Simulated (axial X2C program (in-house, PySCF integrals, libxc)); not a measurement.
## Which functional? An output for AlPt

An SCF output computed with an in-house all-electron X2C program for linear molecules (integrals from PySCF) for AlPt at 2.359 Å, two-component, state Ω = 5/2, Pt dyall-cv3z [13s14p9d6f4g], Al dyall-v3z [8s8p2d1f] (cores contracted in-house), without its first line:

```
basis functions 227  fitting functions 1167  grid points 5081
iter        total energy     max residual
   1     -18654.143936683     1.22e+00
   2     -18654.185487629     1.79e-02
   3     -18654.186745174     2.09e-02
   4     -18654.188707378     1.43e-03
   5     -18654.188929403     7.81e-04
   6     -18654.189002545     6.58e-04
   7     -18654.189039368     4.08e-04
   8     -18654.189066607     3.52e-04
   9     -18654.189090603     3.38e-04
  10     -18654.189097297     3.38e-04
  11     -18654.189063341     3.47e-04
  12     -18654.188999056     3.55e-04
  13     -18654.188981468     3.42e-04
  14     -18654.188990682     3.22e-04
  15     -18654.189048569     2.70e-04
  16     -18654.189125526     1.67e-04
  17     -18654.189153728     1.05e-04
  18     -18654.189164603     6.69e-05
  19     -18654.189164837     2.66e-05
  20     -18654.189165136     1.62e-05
  21     -18654.189165256     1.01e-05
  22     -18654.189165342     8.87e-06
  23     -18654.189165376     6.64e-06
  24     -18654.189165423     4.82e-06
  25     -18654.189165435     3.77e-06
  26     -18654.189165439     2.71e-06
  27     -18654.189165443     2.96e-06
  28     -18654.189165443     3.31e-06
  29     -18654.189165444     3.36e-06
  30     -18654.189165444     3.30e-06
  31     -18654.189165444     3.33e-06
  32     -18654.189165443     3.27e-06
  33     -18654.189165440     2.98e-06
  34     -18654.189165438     3.06e-06
  35     -18654.189165435     2.85e-06
  36     -18654.189165433     1.89e-06
  37     -18654.189165432     1.18e-06
converged
one-electron -26026.39410177  Coulomb 7535.58915184  exact exchange -373.92845877  xc functional 0.00000000  nuclear repulsion 227.46320130  atomic mean-field constant -16.91895803
```

Question: Which level of theory produced it?
A. HF
B. PBE50
C. PBE0

Answer: A. The exact-exchange term against the functional term shows a share of 1 of exact exchange.
